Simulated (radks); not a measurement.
Valence configurations of Cr (all share [Ar]). All-electron calculation, non-relativistic Kohn-Sham, PBE, spin-unpolarised, spherical densities, point nucleus. Program: a radial shooting solver on a logarithmic mesh with Libxc functionals. Energies are relative to 3d5 4s1; eigenvalues in eV.

valence          E (eV)    e(3d)   e(4p)   e(4s)
3d5 4s1           0.000   -2.995       -  -3.913
3d5.5 4s0.5       0.648   -1.973       -  -3.601
3d3 4s1 4p2      11.413  -13.387  -3.171  -7.484
3d3 4s2 4p1       7.172  -12.139  -2.632  -6.797
3d2.5 4s1.5 4p2  14.876  -16.016  -3.443  -8.034
3d4.5 4s1 4p0.5   1.379   -5.143  -1.565  -4.824
3d5 4p1           3.027   -4.340  -1.713       -
3d4 4s1 4p1       3.636   -7.622  -2.115  -5.726
3d5.5 4p0.5       2.042   -2.621  -1.246       -
3d2.5 4s2 4p1.5  12.597  -15.414  -3.188  -7.711

NIST lists [Ar] 3d5 4s1 as the ground configuration; this level of theory agrees among the configurations tried. The energies are those of spherical spin-averaged densities, not of single terms.
